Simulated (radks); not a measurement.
All-electron atom: the germanium ion Ge+ in [Ar] 3d10 4s2 4p1.

All-electron calculation, non-relativistic Kohn-Sham, exchange-only B88, spin-unpolarised, spherical densities, point nucleus. Program: a radial shooting solver on a logarithmic mesh with Libxc functionals.

Energy parts (eV):
part                   energy
total              -56470.343
kinetic             56470.343
electron-nucleus  -134927.977
Hartree             24089.793
exchange            -2102.503

Orbitals (lengths in bohr, moments of r in powers of bohr; r(max) is where P^2 peaks):
| orbital | occ. | eigenvalue (eV) | r(max) |
|---|---|---|---|
| 1s | 2 | -10813.93 | 0.03158 |
| 2s | 2 | -1345.204 | 0.1795 |
| 2p | 6 | -1198.731 | 0.1426 |
| 3s | 2 | -170.5508 | 0.5514 |
| 3p | 6 | -122.0750 | 0.5467 |
| 3d | 10 | -37.9502 | 0.5019 |
| 4s | 2 | -18.6316 | 1.741 |
| 4p | 1 | -10.5014 | 2.106 |

The highest occupied level is 4p at -10.501 eV. For comparison, the ionisation energy in NIST's Atomic Spectra Database is 15.935 eV (measured). In exact Kohn-Sham theory the highest level is minus the ionisation energy, but local and semilocal functionals leave it too shallow, through self-interaction and a potential that decays too fast; potentials with the right tail come closer.

Beside tabulated values, note that spin-unpolarised runs miss the spin-polarisation part of the exchange energy of open shells.
